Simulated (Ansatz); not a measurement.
**A family of molecules: the HOMO–LUMO gap**

Gas-phase molecules, one atom swapped for its congeners: C3H10OSi `CO[SiH](C)C`; C2H10OSi2 `CO[SiH](C)[SiH3]`; C2H10GeOSi `CO[SiH](C)[GeH3]`. All are singlets with charge 0.

Shapes, held fixed at every level: PBE0-D4/def2-TZVP. Flexible molecules stand in one conformer, not always the lowest. Programs: Ansatz 0.2.0. Values in eV.

```csv
level,C3H10OSi,C2H10OSi2,C2H10GeOSi
PBE-D4/def2-TZVPP,6.66,5.78,5.54
r2SCAN-D4/def2-TZVPP,7.52,6.39,6.12
B3LYP-D4/def2-TZVPP,8.44,7.61,7.25
PBE0-D4/def2-TZVPP,8.97,7.97,7.62
wB97M-V/def2-TZVPP,12.74,11.81,11.47
wB97X-V/def2-TZVPP,13.26,12.33,11.92
```

At wB97X-V/def2-TZVPP the HOMO–LUMO gap falls at every step, from 13.26 to 11.92 eV. Every level shows the same order. Relativity is left out for Ge. Orbital gaps aren't excitation energies, and the LUMO depends on the basis.
